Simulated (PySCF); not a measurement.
Compound: BCl2GeH3.
Bonds: Cl1–B2, B2–Cl3, B2–Ge4. Hydrogens: H5, H6, H7 on Ge4.

Method: PySCF, PBE0-D3(BJ)/def2-SVP geometry optimisation, gas phase; density fitting, grid level 1; the optimiser is geomeTRIC in internal coordinates, started from a GFN2-xTB structure with every atom displaced at random (about 0.01 Å).

Step 0: E = -82258.7514 eV
```
atom  x, y, z in Å  |  force x, y, z in eV/Å
Cl1     1.9053    1.4451   -0.2258    0.549   1.367  -0.031
B2      1.1543   -0.0778   -0.1782   -0.056   0.006   0.028
Cl3     2.1337   -1.4564   -0.3331    0.830  -1.311  -0.145
Ge4    -0.8002   -0.2763    0.0750   -1.075  -0.052  -0.015
H5     -1.2036   -0.8330    1.4049    0.067  -0.334   0.884
H6     -1.4700   -1.2248   -0.8807   -0.071  -0.505  -0.612
H7     -1.5894    0.9916   -0.0378   -0.243   0.830  -0.110
```

Step 1: E = -82258.9683 eV
```
atom  x, y, z in Å  |  force x, y, z in eV/Å
Cl1     1.9442    1.5011   -0.2236   -0.106  -0.293   0.008
B2      1.1750   -0.0790   -0.1785   -0.047  -0.032   0.004
Cl3     2.1793   -1.5170   -0.3448   -0.183   0.308   0.030
Ge4    -0.8927   -0.2788    0.0835    0.129  -0.001   0.000
H5     -1.1806   -0.8570    1.4934    0.052   0.064  -0.136
H6     -1.4656   -1.2763   -0.9522    0.062   0.088   0.082
H7     -1.6295    1.0753   -0.0534    0.094  -0.134   0.011
```

**Question.** Estimate the geometry and energy of step 2. (The exact step hangs on the optimiser's Hessian estimate; all steps are aligned on step 1, rigid shifts and turns removed.)

**Answer.** E = -82258.9786 eV, largest force 0.072 eV/Å
```
atom  x, y, z in Å  |  force x, y, z in eV/Å
Cl1     1.9355    1.4856   -0.2202   -0.048  -0.023   0.008
B2      1.1572   -0.0802   -0.1772    0.060  -0.006  -0.006
Cl3     2.1660   -1.5025   -0.3429   -0.065   0.029   0.006
Ge4    -0.8886   -0.2796    0.0823    0.050  -0.002  -0.009
H5     -1.1679   -0.8515    1.4860    0.007   0.001   0.003
H6     -1.4563   -1.2720   -0.9489   -0.001  -0.002  -0.001
H7     -1.6158    1.0684   -0.0548   -0.003   0.003   0.000
```

The energy changes by -0.0103 eV. The first-order estimate −F·Δx gives -0.0193 eV and the mean of the old and new forces, exact on a quadratic surface, -0.0103 eV. The step makes an angle of 33° with the force vector and moves no atom by more than 0.020 Å.

The cost below is that of the whole optimisation. Time: 28 s; peak memory 0.41 GiB. Hardware: one thread of an Intel Xeon Platinum 8259CL at 2.50 GHz, no GPU (shared host).
